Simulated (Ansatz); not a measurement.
Relaxation of CH6AlFSi (10 atoms, charge 0, multiplicity 1), to a largest force component of 0.02 eV/Å in at most 40 steps.

These are results of RKS PBE0-D4/6-31G* (Ansatz), not measurements.

```xyz
10
Properties=species:S:1:pos:R:3:forces:R:3
C 0.266 1.404 -0.539 -1.37 2.01 -0.88
Si -0.534 0.180 0.599 0.90 0.18 1.06
Al 0.235 -1.960 0.011 -0.15 -2.62 1.25
F -0.201 -3.393 0.954 0.61 1.91 -1.40
H -0.154 2.451 -0.300 0.80 -1.36 -0.22
H -0.070 1.229 -1.597 0.61 -0.01 0.75
H 1.350 1.428 -0.453 0.17 0.02 -0.18
H -1.956 0.230 0.468 -1.36 0.19 -0.02
H -0.144 0.512 2.027 -0.21 -0.09 -0.30
H 1.290 -2.131 -1.167 0.00 -0.23 -0.07
```

Task: Where does it end, and by what steps?

Result: The run converged. The force dipped under the threshold on the way, but the program's further checks kept it going. After 11 steps the energy has fallen by 0.381 eV; H10 moved furthest, 0.32 Å.

| step | energy less start (eV) | largest force component (eV/Å) | accepted |
| --- | --- | --- | --- |
| 0 | 0.0000 | 2.622 | yes |
| 1 | -0.2244 | 1.910 | yes |
| 2 | -0.3464 | 0.619 | yes |
| 3 | -0.3654 | 0.497 | yes |
| 4 | -0.3789 | 0.073 | yes |
| 5 | -0.3694 | 0.461 | no |
| 6 | -0.3803 | 0.029 | yes |
| 7 | -0.3787 | 0.264 | no |
| 8 | -0.3811 | 0.008 | yes |
| 9 | -0.3813 | 0.040 | yes |
| 10 | -0.3809 | 0.047 | no |
| 11 | -0.3814 | 0.003 | yes |

```xyz
10
Properties=species:S:1:pos:R:3
C 0.214 1.520 -0.554
Si -0.495 0.184 0.585
Al 0.312 -2.064 0.029
F -0.250 -3.357 0.908
H -0.164 2.508 -0.271
H -0.063 1.337 -1.597
H 1.307 1.548 -0.498
H -1.989 0.210 0.517
H -0.142 0.501 2.005
H 1.354 -2.437 -1.121
```

Whether the end is a true minimum wasn't checked by a vibrational analysis.

The run took 40 s on 1 CPU thread of a shared host.
